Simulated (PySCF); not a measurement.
A structure optimised at PBE0-D3(BJ)/def2-SVP, used in a PySCF frequency run:

```
Mo
N 1 1.7085
H 2 1.0194 1 154.23
N 1 1.7085 2 108.47 3 -0.60
H 4 1.0194 1 154.23 2 0.60
Cl 1 2.2834 2 108.06 3 -117.51
Br 1 2.4290 2 107.35 3 115.11
```

Q: Write its SMILES, formula and point group.

A: [NH]=[Mo](=[NH])([Cl])[Br], BrClH2MoN2, Cs

Q: What are its rotational constants (standard atomic weights)?

A: 2.5277, 0.96633, 0.84072 GHz
